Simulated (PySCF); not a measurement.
Br4Hf (SMILES [Br][Hf]([Br])([Br])[Br]), singlet, geometry from GFN2-xTB (such geometries of metal compounds can be far from the true shape) (core potentials on Hf).

The PySCF input:
```python
from pyscf import gto, scf, dft

mol = gto.Mole()
mol.atom = '''
    Hf   -0.00000000   -0.00000000    0.00000000
    Br    1.95644910   -0.56764226   -1.43548939
    Br    0.75742969    0.30243203    2.35486215
    Br   -1.04328436    2.11147723   -0.81471605
    Br   -1.67059443   -1.84626701   -0.10465671
'''
mol.basis = 'def2-svp'
mol.ecp = {'Hf': 'def2-svp'}
mol.verbose = 4
mol.build()

mf = dft.RKS(mol)
mf.xc = 'b3lyp'
mf = mf.density_fit(auxbasis='def2-universal-jkfit')
mf.kernel()
```

Task: Give the total energy at the level DF-B3LYP/def2-SVP run with PySCF.

Result: -10343.8293 Eh

Task: Estimate the HOMO energy that DF-B3LYP/def2-SVP returns for this input.

Result: -8.57 eV

Task: Predict the number of basis functions from DF-B3LYP/def2-SVP.

Result: 160

Task: What HOMO-LUMO gap does DF-B3LYP/def2-SVP give?

Result: 5.93 eV

Task: Predict the Mulliken (on the basis functions themselves) charges in atom order from DF-B3LYP/def2-SVP.

Result: Hf1 0.86, Br2 -0.21, Br3 -0.21, Br4 -0.21, Br5 -0.21

Task: Predict the dipole moment from DF-B3LYP/def2-SVP.

Result: 0.00 D
